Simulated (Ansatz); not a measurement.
Ga₂H₄, SMILES `[GaH2][GaH2]`, 6 atoms. The species carries charge 0 and has multiplicity 1. Correlated methods include outer-core shells of Ga, which these sets cover unevenly. Scalar relativity is left out up to krypton. All runs use 2 threads of an Arm Neoverse V2 on a shared host. Correlated methods freeze the cores. Open-shell runs search over several starts.

Task: How many basis functions does each run have, and how long does it take in Ansatz? UKS ωB97X-V/def2-TZVPP energy of the cation; UKS ωB97M-V/def2-TZVPP energy of the cation; RKS PBE0-D4/def2-QZVPP energy; RHF-CCSD(T)/def2-TZVPP energy; UKS r2SCAN-D4/def2-TZVPP energy of the cation; RKS PBE0-D4/def2-TZVP relaxation (4 steps); RHF-MP2/def2-QZVPP energy; RHF-CCSD(T)/def2-SVP energy; RKS ωB97M-V/def2-QZVPP energy; UHF-CCSD(T)/def2-TZVPP energy of the cation; RKS ωB97M-V/def2-SVP energy; RKS BHLYP-D4/def2-TZVPP energy. (Best estimate.)

Result: Ansatz gave: Other jobs shared the machine, so times are rough.

```csv
level,job,functions,wall time,peak host memory (GiB)
RKS BHLYP-D4/def2-TZVPP,energy,152,2.2 s,0.36
RHF-CCSD(T)/def2-SVP,energy,84,2.8 s,0.33
RKS ωB97M-V/def2-SVP,energy,84,5.5 s,0.33
RKS PBE0-D4/def2-QZVPP,energy,298,8 s,0.83
RKS PBE0-D4/def2-TZVP,relaxation (4 steps),120,10 s,0.26
RHF-MP2/def2-QZVPP,energy,298,12 s,0.97
UKS r2SCAN-D4/def2-TZVPP,energy of the cation,152,13 s,0.35
UKS ωB97X-V/def2-TZVPP,energy of the cation,152,14 s,0.65
UKS ωB97M-V/def2-TZVPP,energy of the cation,152,15 s,0.69
RKS ωB97M-V/def2-QZVPP,energy,298,18 s,0.99
RHF-CCSD(T)/def2-TZVPP,energy,152,28 s,0.96
UHF-CCSD(T)/def2-TZVPP,energy of the cation,152,120 s,2.3
```
